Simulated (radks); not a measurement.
Results of a calculation; reference values are marked as such.
Task: The mean radii <r> (bohr) of the occupied orbitals of an atom or ion are listed with their occupations. Code: a radial shooting solver on a logarithmic mesh with Libxc functionals. Model: non-relativistic Kohn-Sham, PBE, spin-polarised, spherical densities, point nucleus.

orbital  occ.      <r>
1s up       1  0.01869
1s down     1  0.01869
2s up       1  0.07862
2s down     1  0.07862
2p up       3  0.06641
2p down     3  0.06641
3s up       1   0.1979
3s down     1   0.1979
3p up       3   0.1884
3p down     3   0.1884
3d up       5   0.1642
3d down     5   0.1642
4s up       1   0.4325
4s down     1   0.4323
4p up       3   0.4353
4p down     3   0.4351
4d up       5   0.4395
4d down     5   0.4391
4f up       7   0.4471
4f down     7   0.4459
5s up       1   0.8946
5s down     1   0.8943
5p up       3   0.9323
5p down     1   0.9327

Name the element and its charge. Open shells, if any, are filled with parallel spins first.

Result: Z = 81, thallium, charge +15: Tl15+ in [Kr] 4d10 4f14 5s2 5p4. The 1s radius gives Z: for a bare nucleus <r> = 1.5/Z, 0.01852 bohr for Z = 81, and screening makes it slightly larger (0.01869 here). The occupations add up to 66, and the charge is Z minus that.
